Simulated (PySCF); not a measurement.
Job file and geometry (Å, from PBE0-D3(BJ)/def2-SVP) of an NMR shielding run on 3,4-dimethylphosphinine, C7H9P, GIAO PBE0/pcSseg-1 NMR shielding, non-relativistic, gas phase in PySCF; density fitting, a coarse starting grid and PySCF grid level 2 are the driver's defaults:

```
$ OMP_NUM_THREADS=1 python probes_run.py task.json out

{"job": {"kind": "nmr", "xc": "PBE0", "basis": "pcSseg-1"}, "charge": 0, "multiplicity": 1}
C     -0.735572     2.386297     0.070780
C      0.120066     1.186093    -0.211845
C      1.500754     1.357637    -0.366801
C      2.408677     0.339737    -0.632832
P      1.995505    -1.332827    -0.818429
C      0.279525    -1.233812    -0.579721
C     -0.476811    -0.090999    -0.317445
C     -1.964670    -0.220588    -0.143536
H     -1.503073     2.529920    -0.707305
H     -0.132233     3.302674     0.121474
H     -1.275123     2.284136     1.026572
H      1.887184     2.378511    -0.270435
H      3.465888     0.610350    -0.732220
H     -0.265757    -2.182856    -0.644430
H     -2.511080     0.374396    -0.893495
H     -2.287106    -1.265666    -0.240980
H     -2.289169     0.144512     0.844350
```

Question: Write the output of this run.

Answer: 
```
coarse grid: 14808 points
cycle   1  E = -612.9109540027  dE =  1.047e+00  |g| = 3.830e-01  |ddm| = 4.112e+00
cycle   2  E = -612.9011186382  dE =  9.835e-03  |g| = 4.310e-01  |ddm| = 8.643e-01
cycle   3  E = -612.9503713328  dE = -4.925e-02  |g| = 7.183e-02  |ddm| = 5.768e-01
cycle   4  E = -612.9518056572  dE = -1.434e-03  |g| = 3.169e-02  |ddm| = 1.575e-01
cycle   5  E = -612.9520600544  dE = -2.544e-04  |g| = 1.156e-02  |ddm| = 4.103e-02
cycle   6  E = -612.9520923569  dE = -3.230e-05  |g| = 3.122e-03  |ddm| = 1.393e-02
cycle   7  E = -612.9520950844  dE = -2.728e-06  |g| = 6.185e-04  |ddm| = 4.676e-03
final grid: 138736 points
cycle   8  E = -613.0019240352  dE = -4.026e-05  |g| = 9.382e-03  |ddm| = 5.009e-02
cycle   9  E = -613.0018930587  dE =  3.098e-05  |g| = 1.363e-02  |ddm| = 2.577e-02
cycle  10  E = -613.0019474146  dE = -5.436e-05  |g| = 2.119e-03  |ddm| = 1.932e-02
cycle  11  E = -613.0019487327  dE = -1.318e-06  |g| = 3.759e-04  |ddm| = 2.829e-03
cycle  12  E = -613.0019487628  dE = -3.005e-08  |g| = 1.646e-04  |ddm| = 5.686e-04
cycle  13  E = -613.0019487693  dE = -6.550e-09  |g| = 3.479e-05  |ddm| = 1.841e-04
cycle  14  E = -613.0019487696  dE = -2.717e-10  |g| = 1.872e-05  |ddm| = 6.512e-05
converged SCF energy = -613.0019487696

GIAO shielding tensors (ppm)
atom      isotropic    diamagn.    paramagn.     s11        s22        s33       span
  0 C      159.571     246.143     -86.572    143.631    154.644    180.437     36.806
  1 C       41.024     261.513    -220.489    -56.610      7.201    172.481    229.091
  2 C       43.273     252.172    -208.899    -65.837     41.427    154.229    220.067
  3 C       21.586     264.931    -243.345   -145.207     32.342    177.625    322.832
  4 P       99.374     968.218    -868.844   -165.545    -47.866    511.533    677.078
  5 C       20.121     261.317    -241.196   -137.742     40.100    158.005    295.747
  6 C       36.585     259.056    -222.471    -69.606      6.499    172.861    242.468
  7 C      158.154     247.549     -89.395    138.594    155.169    180.700     42.105
  8 H       28.860      28.682       0.178     24.106     28.152     34.322     10.216
  9 H       29.050      28.859       0.191     23.846     28.550     34.755     10.909
 10 H       28.852      29.418      -0.566     24.104     28.133     34.320     10.216
 11 H       23.436      31.750      -8.314     18.847     23.052     28.410      9.563
 12 H       22.512      29.632      -7.120     20.246     20.531     26.758      6.512
 13 H       22.577      32.775     -10.197     19.361     19.998     28.373      9.011
 14 H       28.803      29.378      -0.576     24.018     28.243     34.148     10.129
 15 H       29.007      30.061      -1.054     23.704     28.693     34.625     10.921
 16 H       28.807      30.173      -1.366     23.966     28.350     34.105     10.139
```

Question: Turn these shieldings into chemical shifts. Scale: ¹³C (184.41 ppm), ¹H (31.27 ppm) against TMS; ³¹P (310.13 ppm) against H3PO4 (reference shieldings calculated alike).

Answer: Averaging equivalent atoms: C 5: 164.3; C 3: 162.8; C 6: 147.8; C 1: 143.4; C 2: 141.1; C 7: 26.3; C 0: 24.8; P 4: 210.8; H 12: 8.76; H 13: 8.69; H 11: 7.83; H 14/15/16: 2.39; H 8/9/10: 2.35 ppm. Experimental scales use liquid or dissolved standards, which lie at an offset from isolated H3PO4.

Size and cost of the density-fitted run: 188 basis functions, 34 s wall time on 1 thread of an Arm Neoverse V1, shared host; peak memory 1 GiB.
